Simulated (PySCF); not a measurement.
**Relaxation of triplet TiHCl**

Computed with PySCF, UPBE0, basis Ti def2-TZVP, H def2-TZVP, Cl def2-TZVP (no relativity, density fitting). A (50,194) grid was used.

A hand-made bent start, of Cs symmetry, held to at least that symmetry:

```xyz
3
charge 0 multiplicity 3, angstrom
Ti   -0.7856    0.0000   -0.5732
H    -2.1618    0.0000    0.3904
Cl    1.1394    0.0000    0.7747
```

Optimiser trace:
```json
{"step": "0", "E − E(last) (kJ/mol)": "17.77", "largest gradient (Eh/bohr)": "0.03102"}
{"step": "1", "E − E(last) (kJ/mol)": "7.63", "largest gradient (Eh/bohr)": "0.01795"}
{"step": "2", "E − E(last) (kJ/mol)": "2.16", "largest gradient (Eh/bohr)": "0.00917"}
{"step": "3", "E − E(last) (kJ/mol)": "1.08", "largest gradient (Eh/bohr)": "0.00343"}
{"step": "4", "E − E(last) (kJ/mol)": "0.32", "largest gradient (Eh/bohr)": "0.00289"}
{"step": "5", "E − E(last) (kJ/mol)": "0.16", "largest gradient (Eh/bohr)": "0.00243"}
{"step": "6", "E − E(last) (kJ/mol)": "0.04", "largest gradient (Eh/bohr)": "0.00137"}
{"step": "7", "E − E(last) (kJ/mol)": "0.00", "largest gradient (Eh/bohr)": "0.00036"}
{"step": "8", "E − E(last) (kJ/mol)": "0.00", "largest gradient (Eh/bohr)": "0.00005"}
```

It ends at Cs with Ti–Cl 2.233 Å, Ti–H 1.757 Å; Cl–Ti–H 130.2° (after a last refinement on a finer grid). A frequency run shows a minimum. Other isomers or separated fragments may lie lower.

Open d and f shells are described by one determinant, and the ground state may have another occupation or spin.

The relaxation took 12 s on 2 threads of a shared Arm Neoverse V2 host, with 88 basis functions and 9 gradients; the process peaked at 0.51 GiB. Launch command: `OMP_NUM_THREADS=2 python axn.py task.json out`.
